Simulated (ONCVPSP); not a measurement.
**Building the ONCV potential for gold (PBE, scalar-relativistic).**

ONCVPSP 4.0.1 input, shortened (lines: element, Z, core and valence counts, functional; n l f; lmax; l rc ep ncon nbas qcut; lloc lpopt rc5 dvloc0; l nproj debl; icmod fcfact rcfact), PBE, scalar-relativistic:

```
  Au 79.00    9    5        4      upf
    1    0    2.00
    2    0    2.00
    2    1    6.00
    3    0    2.00
    3    1    6.00
    3    2   10.00
    4    0    2.00
    4    1    6.00
    4    2   10.00
    4    3   14.00
    5    0    2.00
    5    1    6.00
    5    2   10.00
    6    0    1.00
    3
    0    1.45    0.00    4    7    8.50
    1    1.45    0.00    5    9    9.70
    2    1.55    0.00    4    7    6.50
    3    0.85    0.00    4    8   19.60
    4    5    0.65    3.00
    0    2    3.00
    1    2    1.40
    2    2    3.70
    3    3    0.40
    0    0.00    0.00
```

In the p channel the program set the typed energies aside and used -2.197, 0.250 Ha. In the f channel the program set the typed energies aside and used -2.981, 0.250, 0.650 Ha.

Task: Does the generator finish with these settings?

Result: Yes, a potential is produced and its reference levels are reproduced.

Task: Estimate the cutoffs (Ha) at which the residual kinetic energy of the hardest occupied pseudo-wave falls to 1 and 0.1 mHa per electron.

Result: 176 Ha and 197 Ha.

Task: Does the potential have ghost states?

Result: Ghosts flagged at negative energy: s at -574.2 eV, p at -9.2 eV; GHOST(+) flagged for d at 322.2 eV. A true bound ghost makes a file unfit for plane-wave use.

Task: Which valence shell sets the plane-wave cutoff?

Result: 4f: 176 Ha for 1 mHa per electron, against 37 Ha for 5p.

Task: Tests: 4f14 5s2 5p6 5d10 6s0; 4f14 5s2 5p6 5d9 6s0; 4f14 5s2 5p6 5d8 6s0; 4f13 5s2 5p6 5d10 6s1. Which has the largest error in its energy relative to the reference configuration, and how large is it?

Result: 4f13 5s2 5p6 5d10 6s1, with +139 meV (all-electron minus pseudo) on +92.62 eV.
